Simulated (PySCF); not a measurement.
# Correlation energy of Xe(2+) (xenon, charge +2)

[Kr] 4d10 5s2 5p4, high-spin 3P determinant. Calculation: PySCF 2.14, in aug-cc-pwCVDZ-PP with ECP28MDF (6s5p4d1f, 48 functions); scalar relativity through the core potential. Frozen: 4s2 4p6 4d10; 6 electrons correlated.

```
  level  correlation energy (mhartree)
   CCSD                         -84.83
    (T)                          -1.11
CCSD(T)                         -85.94
```

Diagnostics: T1 = 0.0062, D1 = 0.0205, largest double amplitude 0.041.

**Question.** Is a single reference adequate?

**Answer.** Yes, within this model without spin-orbit coupling: T1 lies below 0.03 and no double amplitude reaches 0.07.
